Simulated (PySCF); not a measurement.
Excitations are Tamm–Dancoff values on a coarser integration grid. The basis has no diffuse functions, so Rydberg states are missing or too high.

Z-matrix (Å, degrees):
```
Si
S 1 2.1261
H 2 1.3455 1 93.92
S 1 2.1261 2 115.62 3 65.64
H 4 1.3455 1 93.92 2 65.64
S 1 2.1261 2 106.49 3 -52.40
H 6 1.3455 1 93.92 2 176.34
S 1 2.1261 2 106.49 3 -176.31
H 8 1.3455 1 93.92 2 52.43
```
Charge 0, spin multiplicity 1.

### Question
What is the computed T1 excitation (TDA), S1 oscillator strength and total energy (PySCF with TPSSh-D3(BJ)/def2-TZVP // PBE0-D3(BJ)/def2-TZVP)?

### Answer

| Quantity | Result |
|---|---|
| T1 excitation (TDA) | 5.26 eV |
| S1 oscillator strength | 0.008 |
| total energy | -1884.9639 Ha |
